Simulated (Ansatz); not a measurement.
Basis-set extrapolation for `Cl[SiH]1BCN1` (PBE0-D4/def2-TZVP geometry, frozen core, Ansatz 0.2.0). Multiplicity 1, RHF reference.

```tsv
	def2-TZVPP	def2-QZVPP
HF	-868.438346	-868.465778
MP2 correlation	-0.771765	-0.832696
CCSD(T) correlation	-0.858374	not run
```

Energies in hartree. Use E(X) = E(∞) + A·exp(−7.88·√X) for Hartree–Fock and E(X) = E(∞) + B·X^(−2.97) for correlation, with X = 3 and 4, and add CCSD(T) minus MP2 of the smaller set to the MP2 limit.

Problem. What is the CCSD(T) energy at the basis-set limit?

Solution. HF limit: -868.465778 + (-0.027432) × 0.13774 = -868.46956. MP2 limit: -0.832696 + (-0.060931) × 0.74074 = -0.87783. Higher-order term: -0.858374 − (-0.771765) = -0.08661. Total: -869.43400 hartree, 86.1 kcal/mol below CCSD(T)/def2-TZVPP.
